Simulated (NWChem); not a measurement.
System: BNH₃OF; SMILES NB(O)F

Parts of the log:

```
             Northwest Computational Chemistry Package (NWChem) 7.3.0
             --------------------------------------------------------

                             Geometry "geometry" -> ""
                             -------------------------

 Output coordinates in angstroms (scale by  1.889725989 to convert to a.u.)

  No.       Tag          Charge          X              Y              Z
 ---- ---------------- ---------- -------------- -------------- --------------
    1 B                    5.0000    -0.00657500    -0.02049900     0.00000000
    2 F                    9.0000     1.25005100    -0.53824800     0.00000000
    3 O                    8.0000    -1.08967800    -0.86608800     0.00000000
    4 H                    1.0000    -0.80215700    -1.79502900     0.00000000
    5 N                    7.0000    -0.17846300     1.37897800     0.00000000
    6 H                    1.0000    -1.09729500     1.81568400     0.00000000
    7 H                    1.0000     0.60685300     2.02508700     0.00000000

 Effective nuclear repulsion energy (a.u.)     113.6224072400

                                 NWChem DFT Module
                                 -----------------

 Summary of "ao basis" -> "ao basis" (spherical)
 ------------------------------------------------------------------------------
       Tag                 Description            Shells   Functions and Types
 ---------------- ------------------------------  ------  ---------------------
 B                          6-311g**                 8       18   4s3p1d
 F                          6-311g**                 8       18   4s3p1d
 O                          6-311g**                 8       18   4s3p1d
 H                          6-311g**                 4        6   3s1p
 N                          6-311g**                 8       18   4s3p1d

            General Information
            -------------------
          SCF calculation type: DFT
          Wavefunction type:  closed shell.
          No. of atoms     :     7
          No. of electrons :    32
           Alpha electrons :    16
            Beta electrons :    16
          Charge           :     0
          Spin multiplicity:     1
          Use of symmetry is: off; symmetry adaption is: off
          Maximum number of iterations: 150
          AO basis - number of functions:    90
                     number of shells:    44
          Convergence on energy requested:  1.00D-06
          Convergence on density requested:  1.00D-05
          Convergence on gradient requested:  5.00D-04

[...]

                                NWChem TDDFT Module
                                -------------------

            General Information
            -------------------
           No. of orbitals :     180
            Alpha orbitals :      90
             Beta orbitals :      90
        Alpha frozen cores :       0
         Beta frozen cores :       0
     Alpha frozen virtuals :       0
      Beta frozen virtuals :       0
         Spin multiplicity :       1
    Number of AO functions :      90
        Use of symmetry is : off
      Symmetry adaption is : off
         Schwarz screening :  0.10D-07

              XC Information
              --------------
                  B3LYP Method XC Potential
              Hartree-Fock (Exact) Exchange   0.20
                 Slater Exchange Functional   0.80 local
             Becke 1988 Exchange Functional   0.72 non-local
       Lee-Yang-Parr Correlation Functional   0.81
           VWN I RPA Correlation Functional   0.19 local

             TDDFT Information
             -----------------
          Calculation type : Tamm-Dancoff TDDFT
         Wavefunction type : Restricted singlets
          No. of electrons :      32
           Alpha electrons :      16
            Beta electrons :      16
              No. of roots :       6
          Max subspacesize :    5200
            Max iterations :     100
               Target root :       1
           Target symmetry : none
             Energy Cutoff :-0.13D+02
      Symmetry restriction : off
                 Algorithm : Optimal
        Davidson threshold :  0.10D-03

    6 smallest eigenvalue differences (eV)
--------------------------------------------------------
  No. Spin  Occ  Vir  Irrep   E(Occ)    E(Vir)   E(Diff)
--------------------------------------------------------
    1    1    3   17 a       -14.298     0.032   389.934
    2    1    3   18 a       -14.298     0.060   390.696
    3    1    3   19 a       -14.298     0.089   391.469
    4    1    3   20 a       -14.298     0.100   391.787
    5    1    3   21 a       -14.298     0.152   393.185
    6    1    3   22 a       -14.298     0.215   394.901
--------------------------------------------------------

  Entering Davidson iterations
  Restricted singlet excited states

  Iter   NTrls   NConv    DeltaV     DeltaE      Time
  ----  ------  ------  ---------  ---------  ---------
    1      6       0     0.11E+00   0.10+100       15.3
    2     12       0     0.71E-02   0.30E-02       15.5
    3     18       0     0.10E-02   0.11E-04       15.1
    4     24       6     0.77E-04   0.25E-06       15.0
  ----  ------  ------  ---------  ---------  ---------
  Convergence criterion met

  Ground state a        -256.717872156863 a.u.

  ----------------------------------------------------------------------------
  Root   1 singlet a             14.279950737 a.u.              388.5774 eV
  ----------------------------------------------------------------------------
     Transition Moments    X -0.00161   Y  0.02153   Z -0.00000
     Dipole Oscillator Strength                    0.0044363545
     Electric Quadrupole                           0.0000670267
     Magnetic Dipole                               0.0000002189
     Total Oscillator Strength                     0.0045036000

[...]
```

Level: B3LYP/6-311G** (spherical d), restricted-window TDA. Coordinates come from a PBE-D3(BJ)/def2-SVP optimisation. The quadrupole and magnetic terms of the printed total strengths depend on the origin.

Which NWChem input produces such a log?

Several could match; the one computed here: the input that was run:
```
start job
memory heap 200 mb stack 900 mb global 1100 mb
geometry units angstroms noautosym nocenter noautoz
  B     -0.006575    -0.020499     0.000000
  F      1.250051    -0.538248     0.000000
  O     -1.089678    -0.866088     0.000000
  H     -0.802157    -1.795029     0.000000
  N     -0.178463     1.378978     0.000000
  H     -1.097295     1.815684     0.000000
  H      0.606853     2.025087     0.000000
end
basis spherical
  B library 6-311g**
  F library 6-311g**
  O library 6-311g**
  H library 6-311g**
  N library 6-311g**
end
dft
  xc b3lyp
  iterations 150
end
tddft
  cis
  ecut -13.0
  nroots 6
  notriplet
end
task tddft energy
```
